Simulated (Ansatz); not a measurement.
PBE exchange is replaced step by step with exact exchange (0 % is PBE, 25 % PBE0; no dispersion term), basis def2-SVP, Ansatz. System: `CC(=O)SCCCCn1c2ccccc2c2ccccc21`. Charge 0, multiplicity 1. Geometry: PBE-D4/def2-SVP.

Geometry of the singlet:

```xyz
40

C    -3.466    6.133   -0.332
C    -2.449    5.025   -0.505
O    -1.521    4.816    0.254
S    -2.749    4.026   -1.982
C    -1.380    2.830   -1.797
C    -1.681    1.708   -0.805
C    -0.526    0.709   -0.690
C    -0.812   -0.386    0.347
N     0.251   -1.360    0.475
C     1.356   -1.245    1.311
C     1.679   -0.229    2.227
C     2.864   -0.370    2.964
C     3.710   -1.488    2.794
C     3.388   -2.495    1.874
C     2.206   -2.380    1.121
C     1.577   -3.200    0.105
C     1.910   -4.420   -0.511
C     1.057   -4.945   -1.490
C    -0.124   -4.262   -1.858
C    -0.482   -3.045   -1.262
C     0.374   -2.525   -0.275
H    -3.205    6.727    0.563
H    -4.483    5.707   -0.216
H    -3.483    6.786   -1.228
H    -0.492    3.412   -1.475
H    -1.190    2.439   -2.817
H    -2.612    1.182   -1.110
H    -1.882    2.162    0.189
H     0.409    1.238   -0.405
H    -0.327    0.232   -1.675
H    -1.747   -0.925    0.087
H    -0.988    0.071    1.344
H     1.034    0.651    2.364
H     3.140    0.412    3.688
H     4.633   -1.565    3.389
H     4.050   -3.364    1.741
H     2.831   -4.952   -0.227
H     1.307   -5.898   -1.980
H    -0.777   -4.692   -2.633
H    -1.400   -2.521   -1.564
```

```csv
exact exchange (%),HOMO (eV),LUMO (eV),gap (eV)
5,-5.05,-1.48,3.57
10,-5.24,-1.34,3.90
15,-5.43,-1.19,4.24
25,-5.80,-0.89,4.92
35,-6.18,-0.59,5.59
50,-6.76,-0.14,6.62
```

(1) Estimate the row for 0 %.

Results:

(1) 
```csv
exact exchange (%),HOMO (eV),LUMO (eV),gap (eV)
0,-4.87,-1.63,3.24
```
